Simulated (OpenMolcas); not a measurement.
W2+: effect of the IPEA shift

* Program: OpenMolcas 26.06
* Basis: ANO-RCC-VTZP [8s7p5d3f2g1h]
* Scalar Hamiltonian: DKH2, point nucleus
* Active space: 4 electrons in 10 orbitals (5d 6d)
* State averaging: 2S+1 = 5 even, 5 roots; 2S+1 = 3 even, 45 roots; 2S+1 = 1 even, 50 roots
* Spin-orbit coupling: RASSI with atomic mean-field integrals over the reference wave functions, term energies averaged over their components

Methods on the same reference wave functions:
A. CASSCF
B. MS-CASPT2, IPEA 0 Eh, imaginary shift 0.1 Eh (closed shells correlated: 5s 5p)
C. MS-CASPT2, IPEA 0.25 Eh, imaginary shift 0.1 Eh (closed shells correlated: 5s 5p)

Energies in cm⁻¹ above 5d⁴ ⁵D₀, the measured ground level; measured values from NIST levels as listed in McCann et al., Mon. Not. R. Astron. Soc. 538, 537 (2025).

```
            Level      A      B      C  Measured
   5d⁴ ⁵D₀ [63 %]    0.0    0.0    0.0       0.0
          5d⁴ ⁵D₁   1635   2580   2360      2256
          5d⁴ ⁵D₂   3575   5030   4670      4461
          5d⁴ ⁵D₃   5507   6970   6610      6278
          5d⁴ ⁵D₄   7345   8450   8190      7687
5d⁴ ³P₀(1) [56 %]  14599  11060  11460      9904
   5d⁴ ³H₄ [56 %]  15887  15270  15210     13701
          5d⁴ ³H₅  18937  18550  18480          
       5d⁴ ³P₁(1)  19370  14550  15260          
5d⁴ ³F₂(1) [74 %]  20080  16600  17100          
          5d⁴ ³H₆  20565  20360  20210          
5d⁴ ³P₂(1) [69 %]  24235  19070  19870          
          5d⁴ ³G₅  26995  25920  25950          
   5d⁴ ³D₃ [73 %]  27667  24660  24830          
          5d⁴ ¹I₆  28998  28690  28380          
          5d⁴ ³D₁  30023  27010  27220          
5d⁴ ¹G₄(1) [59 %]  33020  31280  31390          
       5d⁴ ¹S₀(1)  34591  31110  31430          
   5d⁴ ¹F₃ [73 %]  38204  33050  33260          
       5d⁴ ³P₂(2)  42530  36620  37140          
       5d⁴ ³F₄(2)  43655  39500  39580          
       5d⁴ ³F₂(2)  44647  40130  40380          
       5d⁴ ³F₃(2)  45463  41060  41220          
       5d⁴ ³P₁(2)  46585  40500  41090
```

Deviations, from unrounded energies. A percentage is the sum of absolute deviations over the sum of measured energies, with the sign that they share, or ± where signs differ.

```csv
Against measurement,Levels,A,B,C
mean absolute deviation (cm-1),6,1600,850,700
fine structure of the ground term (%),4,-12.7,+11.4,+5.5
other terms of the ground configuration (%),2,+29.2,+11.6,+13.0
```

C lies closest to measurement on these levels and A furthest from it. The largest miss of C in the table is 5d⁴ ³P₀(1) [56 %], by +1600 cm-1. The ranking rests on the paired levels alone, and a cruder setting can come out closer through cancelling errors.

Between B and C the level of the table that moves most is 5d⁴ ³P₂(1) [69 %], by 800 cm-1 (lowest in B, highest in C). Moves below CASPT2's spread within the term are not significant.

The mean deviations of B to C differ by less than CASPT2's widest spread within a term (910 cm-1), so their order carries little weight.

From A to B the spin-free energies of the other terms of 5d⁴ shown, above ⁵D, scale by factors of 0.53 to 0.90.

The lowest spin-free term lies below A's lowest term by 0.271 hartree in B, 0.264 hartree in C.

CASPT2 does not keep the components of a term degenerate, so their means are used; among the terms shown or strongly mixed into the levels shown the widest spread is 910 cm-1 (5d⁴ ¹I, C). Over all roots computed the reference weight is 0.87 to 0.95 in B, 0.89 to 0.95 in C; the roots of lowest weight are the least certain, and an intruder state may touch them. Active for correlation alone: 6d; no level in the range computed is led by a configuration that fills it, so any true level of that kind is missing. The CASPT2 spread within a term exceeds the gap to the next term for 5d⁴ ¹I and 5d⁴ ¹G(1), so the order of their levels is uncertain (figures for B; the like holds for C). Without dynamic correlation excited terms often stand tens of per cent too high (terms of higher spin than the ground term too low), and those without a measured partner can miss by more than the paired ones (holds for A). Some terms miss by over 15 % even with CASPT2, which points to a basis or an active space too small for the shells correlated (holds for C). Computed and measured levels are paired by configuration, term and J; levels that our copy of the source lacks, or whose pairing is in doubt (as where it misses far off the trend of its configuration), stay unpaired and out of the deviations. Only configurations of the active space appear. Levels that lie high or do not pair safely by name in every column are left out.

A share in square brackets marks a mixed level and gives the weight of the term that names it, the lowest over the columns. A number in round brackets counts repeated terms of one configuration in the order of the reference energies.
